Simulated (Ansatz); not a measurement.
Consider the cleavage of the Si–Ga bond: `O[SiH2][GaH][SiH3]` + `OCO` → `OCO[SiH2]O` + `[SiH3][GaH2]`.

Program: Ansatz. Geometries: PBE0-D4/def2-TZVP. ΔE: electronic, gas phase. CBS: MP2 limit from def2 TZ/QZ plus the TZ coupled-cluster correction, frozen cores. This one scheme is used for every species. DFT in def2-TZVPP. For Ga outer-core shells are correlated without core-valence functions, which leaves a few kJ/mol of doubt a bond. Scalar relativity is left out up to krypton. One conformer a species, not always the lowest.

Is it downhill or uphill in electronic energy at CCSD(T)/CBS, and by how much? (An estimate is asked.)

Ansatz gave: Downhill: ΔE = -24.1 kcal/mol.

What do these levels give: r2SCAN-D4, PBE0-D4, ωB97M-V, B2PLYP, PBE, HF/def2-TZVPP, MP2/def2-TZVPP, SCS-MP2/def2-TZVPP, SCS-MP2/def2-QZVPP, HF/CBS(def2), MP2/CBS(def2), CCSD/CBS(def2)? (Estimate.)

Computed: r2SCAN-D4 -23.8, PBE0-D4 -20.9, ωB97M-V -25.6, B2PLYP -25.2, PBE -18.8, HF/def2-TZVPP -29.5, MP2/def2-TZVPP -26.2, SCS-MP2/def2-TZVPP -26.8, SCS-MP2/def2-QZVPP -26.5, HF/CBS(def2) -29.9, MP2/CBS(def2) -25.4, CCSD/CBS(def2) -24.5 kcal/mol.

Largest T1 diagnostic among the species: 0.013.

In def2-TZVPP, CCSD(T) changes the Hartree–Fock value by +4.6 kcal/mol (the triples alone add +0.5 kcal/mol) and MP2 by +3.2 kcal/mol. From PBE to PBE0 (25 % exact exchange), in def2-TZVPP and without D4, ΔE moves by −2.0 kcal/mol.
